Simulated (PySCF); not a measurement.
Molecule: SMILES FC(F)[C@]12C=C[C@H](C=C1)O2, C$_{7}$H$_{6}$F$_{2}$O.

Cartesian coordinates in Å; atom numbers follow the order of the lines, from 1:
```xyz
16

F     2.615    1.144   -0.261
C     2.050   -0.084   -0.279
F     2.624   -0.772    0.739
C     0.547   -0.015   -0.100
C    -0.034    1.101    0.784
C    -1.281    1.239    0.367
C    -1.440    0.206   -0.755
C    -1.411   -1.156   -0.053
C    -0.162   -1.301    0.359
O    -0.134    0.233   -1.325
H     2.319   -0.572   -1.227
H     0.520    1.597    1.553
H    -2.064    1.886    0.705
H    -2.212    0.377   -1.497
H    -2.263   -1.793    0.065
H     0.319   -2.080    0.913
```

Frames of a GFN2-xTB Langevin trajectory at 600 K; GIAO PBE0/pcSseg-1 shieldings in PySCF 2.14, gas phase, non-relativistic; equivalent atoms averaged within each frame.

δ = σ(ref) − σ, references computed at the same level: $^{19}$F (σref 170.95) against CFCl3; TMS for $^{13}$C (σref 186.93) and $^{1}$H (σref 31.72); H2O for $^{17}$O (σref 336.08). The references are static minima.

How do the shifts (ppm) fluctuate along the trajectory?

## Answers


```csv
time (fs),F1/F3,C5/C9,C6/C8,C2,C4,C7,O10,H12/H16,H13/H15,H11
optimised geometry,-144.4,154.5,157.6,122.0,97.5,87.1,247.2,7.57,7.47,6.50
250,-137.5,170.8,160.9,126.8,105.5,82.1,225.0,8.83,8.08,6.81
425,-112.1,160.6,161.8,129.3,105.6,87.2,179.4,7.54,7.13,6.63
625,-138.8,162.7,167.8,121.0,101.1,83.0,184.3,7.91,8.07,5.95
800,-128.3,151.8,165.0,128.3,102.0,92.8,214.6,6.55,8.04,6.06
1000,-138.8,165.0,153.7,125.9,105.8,92.9,263.7,8.58,7.65,7.30
mean of frames,-131.1,162.2,161.8,126.2,104.0,87.6,213.4,7.88,7.80,6.55
standard deviation,11.5,6.9,5.3,3.2,2.3,5.2,34.2,0.90,0.41,0.56
```

5 frames give an uncertainty of the mean of about the standard deviation over 2.2 at best, since frames this close in time may not be independent; classical motion lacks zero-point vibration, and the reference would need the same averaging.
